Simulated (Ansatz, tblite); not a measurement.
Removing and adding an electron: BeCl2(NH3)2 (BeN₂Cl₂H₆). Total charge 0; singlet. Geometry: PBE0-D4/def2-SVP. Ansatz, gas phase; energy differences of separate SCF runs; the oxidised species was run as a doublet alone; the reduced species was run as a doublet alone.

```xyz
11

Be    0.004   -0.355   -0.567
Cl    0.409    0.605   -2.238
Cl   -0.391   -2.279   -0.435
N    -1.432    0.473    0.120
H    -1.344    1.483    0.235
H    -1.784    0.062    0.985
H    -2.146    0.319   -0.594
N     1.428   -0.089    0.492
H     1.329   -0.414    1.454
H     1.782    0.868    0.491
H     2.146   -0.672    0.057
```

The xTB rows come from tblite. HOMO above LUMO, or a gap near zero within one spin, warns that the state may not be the lowest or that an electron is smeared out.

```json
{"level": "GFN1-xTB", "−HOMO (eV)": "12.18", "vertical IE (eV)": "14.41", "−LUMO (eV)": "5.22", "vertical EA (eV)": "2.35", "HOMO–LUMO gap (eV)": "6.96", "IE − EA (eV)": "12.05", "remarks": "–"}
{"level": "GFN2-xTB", "−HOMO (eV)": "10.29", "vertical IE (eV)": "13.12", "−LUMO (eV)": "2.46", "vertical EA (eV)": "-0.18", "HOMO–LUMO gap (eV)": "7.84", "IE − EA (eV)": "13.30", "remarks": "–"}
{"level": "PBE-D4/def2-TZVP", "−HOMO (eV)": "5.82", "vertical IE (eV)": "8.97", "−LUMO (eV)": "1.27", "vertical EA (eV)": "–", "HOMO–LUMO gap (eV)": "4.55", "IE − EA (eV)": "–", "remarks": "gap within one spin near zero (+1 doublet)"}
{"level": "PBE-D4/def2-TZVPD", "−HOMO (eV)": "5.99", "vertical IE (eV)": "–", "−LUMO (eV)": "1.60", "vertical EA (eV)": "0.17", "HOMO–LUMO gap (eV)": "4.39", "IE − EA (eV)": "–", "remarks": "HOMO above zero (-1 doublet)"}
{"level": "r2SCAN-D4/def2-TZVP", "−HOMO (eV)": "6.16", "vertical IE (eV)": "9.18", "−LUMO (eV)": "0.57", "vertical EA (eV)": "–", "HOMO–LUMO gap (eV)": "5.59", "IE − EA (eV)": "–", "remarks": "–"}
{"level": "r2SCAN-D4/def2-TZVPD", "−HOMO (eV)": "6.29", "vertical IE (eV)": "–", "−LUMO (eV)": "0.92", "vertical EA (eV)": "0.01", "HOMO–LUMO gap (eV)": "5.37", "IE − EA (eV)": "–", "remarks": "HOMO above zero (-1 doublet)"}
{"level": "PBE0-D4/def2-TZVP", "−HOMO (eV)": "7.18", "vertical IE (eV)": "9.35", "−LUMO (eV)": "0.54", "vertical EA (eV)": "–", "HOMO–LUMO gap (eV)": "6.64", "IE − EA (eV)": "–", "remarks": "–"}
{"level": "PBE0-D4/def2-TZVPD", "−HOMO (eV)": "7.32", "vertical IE (eV)": "–", "−LUMO (eV)": "0.95", "vertical EA (eV)": "0.05", "HOMO–LUMO gap (eV)": "6.36", "IE − EA (eV)": "–", "remarks": "HOMO above zero (-1 doublet)"}
```

   A HOMO above zero means that the electron is unbound at that level or that self-interaction error raises the level; the energy of removing that electron tells which. Raw xTB energy differences between charge states are shifted by several eV; the methods need an empirical correction for them. A negative affinity means that the extra electron isn't bound; its size then hangs on the basis.
